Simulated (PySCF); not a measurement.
Al(Cl)2(SMe) (CH3AlCl2S), SMILES C[S][Al]([Cl])[Cl].

Geometry optimised at B3LYP-D3(BJ)/def2-SVP. One conformer was computed; it need not be the lowest.

Two levels are set side by side: TDA-PBE/def2-SVPD (PySCF) and TDA-PBE0/def2-SVPD (PySCF). Vertical, same geometry. The lowest singlet is HOMO→LUMO 99 % with PBE and HOMO→LUMO 98 % with the other functional; states are paired by order. Differences are taken from unrounded values.

```json
[
 {"quantity": "lowest singlet excitation (eV)", "TDA-PBE0": "5.17"},
 {"quantity": "lowest triplet excitation (TDA) (eV)", "TDA-PBE0": "4.81"},
 {"quantity": "first bright state (f over 0.05) (eV)", "TDA-PBE0": "6.81"},
 {"quantity": "its oscillator strength", "TDA-PBE0": "0.31"}
]
```

**Question.** What does TDA-PBE give, and how far is it from TDA-PBE0? (The exact figures need the calculation; the answer reports its results.)

**Answer.** 
| quantity | TDA-PBE | TDA-PBE minus TDA-PBE0 |
|---|---|---|
| lowest singlet excitation (eV) | 4.58 | -0.59 |
| lowest triplet excitation (TDA) (eV) | 4.28 | -0.53 |
| first bright state (f over 0.05) (eV) | 6.18 | -0.63 |
| its oscillator strength | 0.23 | -0.08 |

A lower first singlet is the usual sign of a functional without exact exchange. Differences between two approximate levels are no errors against the true value.

Rough cost on one machine, each run with all the roots and properties that it gave: TDA-PBE0 against TDA-PBE about 2 times.
